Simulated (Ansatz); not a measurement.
Mulliken charges of `[OH][Hf]([Br])([Br])[Br]` from r2SCAN/def2-TZVPP in Ansatz (PBE0-D4/def2-TZVP geometry).

```json
{"atom": "O1", "x (Å)": "-0.743", "y (Å)": "0.240", "z (Å)": "1.278", "charge (e)": "-0.412"}
{"atom": "Hf2", "x (Å)": "0.188", "y (Å)": "-0.061", "z (Å)": "-0.323", "charge (e)": "0.903"}
{"atom": "Br3", "x (Å)": "2.548", "y (Å)": "-0.650", "z (Å)": "0.209", "charge (e)": "-0.233"}
{"atom": "Br4", "x (Å)": "-0.898", "y (Å)": "-1.934", "z (Å)": "-1.552", "charge (e)": "-0.233"}
{"atom": "Br5", "x (Å)": "0.121", "y (Å)": "2.011", "z (Å)": "-1.703", "charge (e)": "-0.233"}
{"atom": "H6", "x (Å)": "-1.215", "y (Å)": "0.394", "z (Å)": "2.091", "charge (e)": "0.208"}
```

Question: By hand: the dipole of these point charges (1 e Å = 4.8032 D).

Answer: Σ q r = (-0.189, 0.061, 0.326) e Å, of length 0.382 e Å = 1.83 D.

Question: How does the dipole of the full density compare? (An estimate is asked.)

Answer: The calculation gave: (-0.293, 0.095, 0.503) e Å, 2.83 D; the point charges give 0.65 times that, at 0° from its direction.

Point charges leave out the atoms' own dipoles, such as those of lone pairs, and Mulliken's split depends on the basis, so the two needn't agree.
